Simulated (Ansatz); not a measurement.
`[CH3][Zn][TeH]` + NH₃ → `[CH3][Zn][NH2]` + H₂Te  (ligand exchange at a Zn–Te bond)

Program: Ansatz. Geometries: PBE0-D4/def2-TZVP. ΔE: electronic, gas phase. CCSD(T)/CBS adds triple-zeta CCSD(T) − MP2 to the extrapolated MP2 energy (def2 sets, frozen cores). This one scheme is used for every species. DFT in def2-TZVPP. Elements past krypton have def2 core potentials. For Te, Zn outer-core shells are correlated without core-valence functions, which leaves a few kJ/mol of doubt a bond. Scalar relativity is left out up to krypton. Each species was taken in one conformer, which may not be the lowest.

Is it downhill or uphill in electronic energy at CCSD(T)/CBS, and by how much? (Estimate.)

Ansatz gave: Uphill: ΔE = +1.17 eV.

What do these levels give: LDA (SPW92), PBE-D4, BLYP-D4, r2SCAN, r2SCAN0, RPA@PBE/def2-TZVPP? (Estimate.)

Ansatz gave: LDA (SPW92) 1.01, PBE-D4 1.11, BLYP-D4 1.05, r2SCAN 1.12, r2SCAN0 1.20, RPA@PBE/def2-TZVPP 0.96 eV.

Largest T1 diagnostic among the species: 0.014.

From r2SCAN to r2SCAN0 (25 % exact exchange), in def2-TZVPP and without D4, ΔE moves by +0.08 eV. At CCSD(T), def2-SVP lies +0.05 eV from the extrapolated value and def2-TZVPP −0.10 eV. In def2-TZVPP, CCSD(T) changes the Hartree–Fock value by −0.25 eV (the triples alone add −0.02 eV) and MP2 by −0.22 eV.
